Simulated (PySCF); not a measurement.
**Which enantiomer?**

Method: TDDFT CAM-B3LYP/def2-SVPD circular dichroism and optical rotation, one conformer, gas phase (PySCF 2.14.0). Geometry: GFN2-xTB.

Values for one enantiomer of C3H8AlFS, R in 10⁻⁴⁰ esu² cm² (velocity form):
| λ (nm) | f | R |
| --- | --- | --- |
| 224 | 0.0005 | -0.1 |
| 198 | 0.015 | +21.7 |
| 195 | 0.033 | -26.4 |
| 192 | 0.004 | -17.9 |
| 184 | 0.001 | +2.3 |
| 177 | 0.038 | +4.3 |
| 171 | 0.018 | +36.8 |
| 170 | 0.047 | -44.5 |
| 169 | 0.070 | -3.5 |
| 165 | 0.030 | +40.0 |
| 160 | 0.116 | -31.7 |
| 159 | 0.033 | -19.4 |

[α] at 589.3 nm: -142 deg dm⁻¹ (g/mL)⁻¹ (origin-invariant length gauge).

Problem. Which structure gives these signs?
A. F[C@H]1CC[S@@+]1[AlH3-]
B. F[C@@H]1CC[S@+]1[AlH3-]

Solution. A. Its CIP labels in SMILES order are R, R; the other enantiomer gives every sign reversed.

The signs above follow by mirror symmetry from the run on the other enantiomer. Geometry of F[C@@H]1CC[S@+]1[AlH3-] as run:
```xyz
14

F     0.127    1.541    1.058
C    -0.749    1.141    0.089
C    -1.388   -0.213    0.379
C    -0.635   -0.995   -0.700
S     0.147    0.516   -1.370
Al    2.095    0.046    0.162
H    -1.409    1.988   -0.118
H    -2.467   -0.201    0.228
H    -1.168   -0.548    1.392
H    -1.254   -1.487   -1.445
H     0.122   -1.685   -0.314
H     2.612    1.518    0.119
H     1.449   -0.616    1.431
H     2.517   -1.004   -0.934
```
